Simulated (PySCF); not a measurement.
## Molecular orbitals of GaI

B3LYP at R = 2.591 Å; PySCF, spin-free X2C with a Gaussian nucleus, basis sets Ga x2c-TZVPPall, I x2c-TZVPPall. State: ¹Σ⁺ (singlet), closed shell. Only the outer orbitals are listed, counted within each symmetry.

```tsv
orbital	occ.	ε (eV)	on Ga (%)	main shells (%)
16σ	2	-18.13	8	92 I s
17σ	2	-10.82	70	69 Ga s, 26 I p
9π	2	-7.14	7	93 I p
9π	2	-7.14	7	93 I p
18σ	2	-6.82	44	56 I p, 24 Ga s, 19 Ga p
10π	0	-2.05	92	92 Ga p
10π	0	-2.05	92	92 Ga p
19σ	0	0.01	85	81 Ga p, 14 I p
```

Q: Which are the highest filled and the lowest empty level, where do they sit, and how wide is the gap?

A: Highest filled 18σ at -6.82 eV (in %: 56 I p, 24 Ga s, 19 Ga p); lowest empty 10π at -2.05 eV (in %: 92 Ga p); the gap at B3LYP is 4.77 eV.

The bond order (Mayer) is 1.19. The ⟨S²⟩ is 0.000, the charge on Ga (Mulliken, basis-dependent) is 0.30 and the charge on Ga (Löwdin, basis-dependent) is -0.13. The dipole moment (positive dipole means Ga(−)I(+)) is -2.51 D and the polarisability along the bond is 96.4 bohr³. The polarisability across the bond is 47.5 bohr³.

Spin–orbit coupling is left out.
